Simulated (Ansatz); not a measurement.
Consider the formal exchange of groups at a C–C bond: `[SiH3]CC1C[SiH2]1` + `[OH][GaH2]` → `[OH][GaH][CH2][SiH3]` + `C1C[SiH2]1`.

Gas-phase electronic energies from Ansatz, PBE0-D4/def2-TZVP geometries. CCSD(T)/CBS adds triple-zeta CCSD(T) − MP2 to the extrapolated MP2 energy (def2 sets, frozen cores). Functionals use def2-TZVPP. B3LYP here is the variant with VWN-RPA as its local correlation; programs differ in this. For Ga outer-core shells are correlated without core-valence functions, which leaves a few kJ/mol of doubt a bond. Scalar relativity is left out up to krypton. One conformer a species, not always the lowest.

`[SiH3]CC1C[SiH2]1`:

Cartesian coordinates in Å:
```
Si 1.034 -1.720 -1.028
C 1.067 -0.143 0.000
C -0.176 0.698 -0.203
C -1.484 0.225 0.465
Si -0.850 1.845 1.093
H 0.894 -1.375 -2.470
H 2.288 -2.503 -0.849
H -0.116 -2.582 -0.643
H 1.177 -0.418 1.055
H 1.966 0.426 -0.259
H -0.317 1.028 -1.231
H -1.392 -0.646 1.107
H -2.372 0.192 -0.158
H -1.531 3.098 0.705
H -0.189 1.875 2.416
```

`[OH][GaH2]`:

```xyz
5

O     0.232   -0.551    1.127
Ga   -0.256    0.350   -0.339
H     0.926   -1.196    0.977
H     0.479    0.003   -1.676
H    -1.381    1.394   -0.089
```

`[OH][GaH][CH2][SiH3]`:

Z-matrix (Å, degrees):
```
C
Ga 1 1.967
Si 1 1.865 2 113.1
H 1 1.093 2 109.5 3 123.6
H 1 1.096 2 107.6 3 -119.6
O 2 1.791 1 117.3 3 57.3
H 2 1.557 1 128.8 3 -122.5
H 3 1.489 1 110.6 2 58.5
H 3 1.490 1 109.8 2 -60.3
H 3 1.489 1 112.5 2 179.4
H 6 0.960 2 114.2 1 -2.4
```

`C1C[SiH2]1`:

Cartesian coordinates in Å:
```
C -0.485 -0.581 -0.595
C 0.254 0.771 -0.517
Si 0.222 -0.183 1.065
H -0.017 -1.350 -1.200
H -1.560 -0.534 -0.737
H 1.183 0.844 -1.072
H -0.360 1.661 -0.611
H -0.682 0.248 2.152
H 1.446 -0.877 1.516
```

```
             level  ΔE (eV)
            PBE-D4    -0.50
             B3LYP    -0.55
SCS-MP2/def2-QZVPP    -0.55
    CCSD/CBS(def2)    -0.59
```

Question: What does CCSD(T)/CBS give? (Best estimate.)

Answer: Ansatz gave: -0.58 eV. The listed levels differ from it by 0.08, 0.03, 0.03, -0.01 eV.

Largest T1 diagnostic among the species: 0.015.

The D4 term adds +0.05 eV with B3LYP and +0.03 eV with PBE0; it sums over pairs of atoms, weighted by their polarisabilities, and B3LYP, whose exchange is more repulsive, gets the larger term.
